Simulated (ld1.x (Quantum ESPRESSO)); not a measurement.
## gadolinium: one change to a TM potential, before and after

- Element: Gd (Z = 64)
- Generator: ld1.x (Quantum ESPRESSO) 7.5
- Type: norm-conserving Troullier–Martins (Kleinman–Bylander form)
- Functional: LDA (PZ)
- Relativity: scalar-relativistic
- Frozen core: [Kr] 4d10
- Valence charge: 18
- Reference configuration: 4f7 5s2 5p6 5d1 6s2 6p0
- Partial waves: 5s (bound): rc 2.05 bohr; 5p (bound): rc 2.65 bohr; 5d (bound): rc 3.15 bohr; 4f (bound): rc 1.05 bohr
- Local potential: all-electron potential smoothed inside 2.05 bohr (lloc = -1)
- Core correction: none

Occupied shells without a wave of their own: 6s. They enter only through the test configuration that unscreens the potential.

All-electron outer shells of the reference configuration (LDA (PZ), scalar-relativistic, ld1.x):

```
shell  level (eV)  outermost node (bohr)  outermost maximum (bohr)
   4p     -275.80                   0.29                      0.54
   4d     -147.57                   0.27                      0.56
   5s      -49.86                   0.65                      1.20
   5p      -27.36                   0.70                      1.35
   4f       -8.90                      –                      0.56
   6s       -4.27                   1.60                      3.33
   5d       -2.69                   0.79                      1.97
   6p       -1.39                   1.92                      4.55
```

Change: wave 5p (bound): rc 2.65 bohr becomes 5p (bound): rc 2.36 bohr.

Cutoffs: the cutoffs (Ry, on a coarse ladder) from which the occupation-weighted sum of valence levels, in a spherical-Bessel basis at the reference potential, stays within 10 and 1 mRy of its value at 400 Ry; they do not see the model core or the augmentation charge, which bear on the density cutoff. Errors are all-electron minus pseudo energies relative to the spin-unpolarised reference configuration.

Predict the effect on cutoff, ghosts and configuration errors.

The number of tests that count goes from 8 to 6; the errors of the 5 common tests hardly move; the range in which the p phases agree widens (upper end 0.2 → 3.6); neither file shows a bound ghost at the reference potential, the only one tested.

| quantity | base | changed |
| --- | --- | --- |
| cutoff, loose | over 300 Ry | over 300 Ry |
| cutoff, tight | over 300 Ry | over 300 Ry |
| bound ghosts | none | none |
| tests counted (converged, no solver errors) | 8 of 9 | 6 of 9 |
| error for 4f7 5s2 5p6 5d1 6s1 6p0, meV [ΔE 6.86 eV] | -47 | -47 |
| error for 4f7 5s2 5p6 5d1 6s0 6p0, meV [ΔE 19.23 eV] | -130 | -130 |
| error for 4f7 5s2 5p6 5d2 6s1 6p0, meV [ΔE 1.78 eV] | -32 | -32 |
| error for 4f7 5s2 5p5 5d1 6s2 6p0, meV [ΔE 32.45 eV] | -40 | -34 |
| error for 4f7 5s2 5p6 5d1 6s1 6p0 (spin-polarised), meV [ΔE -2.84 eV] | +15196 | +15251 |
| s: phases at 3.40 bohr within 0.05 rad from the reference energy up to (Ry; the scan ends near 5) | 2.4 | 2.4 |
| p: phases at 3.40 bohr within 0.05 rad from the reference energy up to (Ry; the scan ends near 5) | 0.2 | 3.6 |
| d: phases at 3.40 bohr within 0.05 rad from the reference energy up to (Ry; the scan ends near 5) | 1.8 | 1.8 |
| f: phases at 3.40 bohr within 0.05 rad from the reference energy up to (Ry; the scan ends near 5) | 0.9 | 0.9 |

Base: Tests not counted: 4f7 5s2 5p6 5d0 6s0 6p0 (solver errors, printed error -184 meV). The 6s level has no wave, so the channel is fitted at the deeper level alone: the likely source of the large errors. Changed file: Tests not counted: 4f7 5s2 5p6 5d2 6s0 6p0 (solver errors, printed error -86 meV); 4f8 5s2 5p6 5d0 6s1 6p0 (solver errors, printed error -203 meV); 4f7 5s2 5p6 5d1 6s2 6p0 (spin-polarised) (solver errors, printed error +15.1 eV). The 6s level has no wave, so the channel is fitted at the deeper level alone: the likely source of the large errors.
